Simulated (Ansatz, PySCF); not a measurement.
Process, species as SMILES: CC(F)(F)CO + 4 C (CH4) -> 2 CC (C2H6) [ethane] + 2 CF (CH3F) [fluoromethane] + CO (CH4O) [methanol]
Geometries: B3LYP-D3(BJ)/def2-TZVP minima from Ansatz (a first-principles code), one conformer each, not searched for the lowest. Frequencies are from Ansatz or PySCF.

Quantity: bond separation energy (0 K, with B3LYP-D3(BJ) harmonic zero-point energies), in eV. Cores are frozen in the correlated levels unless marked. No spin-orbit coupling. No relativistic terms. CBS marks a two-point X^-3 extrapolation of the correlation energy; Hartree-Fock from the larger set. [CCSD(T)-MP2]/basis is that difference in the basis named.

RI-MP2/CBS(cc-pVTZ,cc-pVQZ)+[CCSD(T)-MP2]/cc-pVTZ (Ansatz) gives 1.60 eV.

### Question
Another calculation gave 1.38 eV. Which level was it?
A) SVWN5/def2-TZVPD (Ansatz)
B) r2SCANh/def2-TZVPD (Ansatz)
C) M06-2X/def2-TZVPD (PySCF)
D) HF/def2-TZVPD (PySCF)

### Answer
D, HF/def2-TZVPD (PySCF). The others give 1.55 (M06-2X), 1.68 (r2SCANh), 1.79 (SVWN5) eV.
